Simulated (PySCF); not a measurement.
Computed IR spectrum (relative IR intensity) of a molecule C₂H₁₀O₂Si₂. The structure is a stationary point at PBE-D3(BJ)/def2-SVP. The values are those of a single conformer. Computed with PBE-D3(BJ)/def2-SVP (PySCF 2.14.0). Frequencies are harmonic and unscaled.

Lines under 2 % of the strongest are left out, and lines within 2 cm⁻¹ are merged.

```tsv
ν (cm⁻¹)	relative intensity
139	3.4
148	7.1
185	21
197	14
239	25
458	4.0
497	2.1
632	16
648	18
692	39
778	3.6
806	48
812	31
850	2.8
867	100
875	21
883	30
893	32
916	32
923	25
1043	8.5
1222	2.0
2116	36
2126	39
2185	31
2194	34
2949	9.5
2956	3.5
3010	3.8
3767	22
3772	23
```

**Question.** Which molecule gave these data?
(A) O[SiH2]CC[SiH2]O
(B) CO[Si@@H](O)C[SiH3]
(C) C[Si@@H](O)[C@H](O)[SiH3]
(D) CO[SiH2][SiH2]CO

**Answer.** A, O[SiH2]CC[SiH2]O
